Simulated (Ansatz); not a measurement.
Compare A (`S[SiH](Cl)CCl`) with its isomer B (`CS[SiH](Cl)Cl`).

Program: Ansatz. Geometries: PBE0-D4/def2-TZVP. ΔE: electronic, gas phase. CCSD(T)/CBS is the MP2 limit (def2-TZVPP, def2-QZVPP) plus CCSD(T) − MP2 in def2-TZVPP, frozen cores. Functionals use def2-TZVPP. B3LYP here is the variant with VWN-RPA as its local correlation; programs differ in this. Each species was taken in one conformer, which may not be the lowest.

A:

Z-matrix (Å, degrees):
```
Si
Cl 1 2.051
C 1 1.874 2 108.3
S 1 2.121 2 106.3 3 120.1
H 1 1.479 2 108.6 3 -118.2
Cl 3 1.787 1 107.4 2 -178.5
H 3 1.090 1 112.3 2 62.8
H 3 1.091 1 111.7 2 -60.5
H 4 1.347 1 92.1 2 -174.1
```

B:

```xyz
9

C    -0.699    1.002    0.935
S    -1.312   -0.425   -0.009
Si    0.469   -1.057   -0.922
Cl    1.280    0.407   -2.101
Cl    1.899   -1.548    0.460
H     0.047    0.690    1.664
H    -0.286    1.756    0.267
H    -1.562    1.415    1.455
H     0.165   -2.238   -1.749
```

Problem. Which isomer does CCSD(T)/CBS put lower? Give the gap. (Best estimate.)

Solution. The calculation gave: B, by 115.8 kJ/mol.

Problem. Give E(B) − E(A) in kJ/mol with B3LYP, LDA (SPW92), CCSD(T)/def2-SVP, B3LYP-D4, MP2/def2-TZVPP, CCSD/def2-TZVPP, B2PLYP. (An estimate is asked.)

Solution. Computed: B3LYP -115.0, LDA (SPW92) -111.8, CCSD(T)/def2-SVP -114.5, B3LYP-D4 -116.6, MP2/def2-TZVPP -118.9, CCSD/def2-TZVPP -112.3, B2PLYP -116.6. None reverses the order clearly.

Problem. Does the order hold for the free energy at 298.15 K (harmonic terms from PBE0-D4)? (Best estimate.)

Solution. Computed: Yes: G(B) − G(A) = -107.8 kJ/mol, for one conformer each. Modes under 60 cm⁻¹, often nearly free rotors, make the harmonic entropy too high.

Largest T1 diagnostic: 0.010.

Leaving LDA and LC-ωPBE aside and taking each functional with its dispersion term where it has one, the values, not all of them listed here, spread over 5.6 kJ/mol, from B97M-V to BLYP-D4. From BLYP to BHLYP (50 % exact exchange), in def2-TZVPP and without D4, E(B) − E(A) moves by −4.3 kJ/mol.
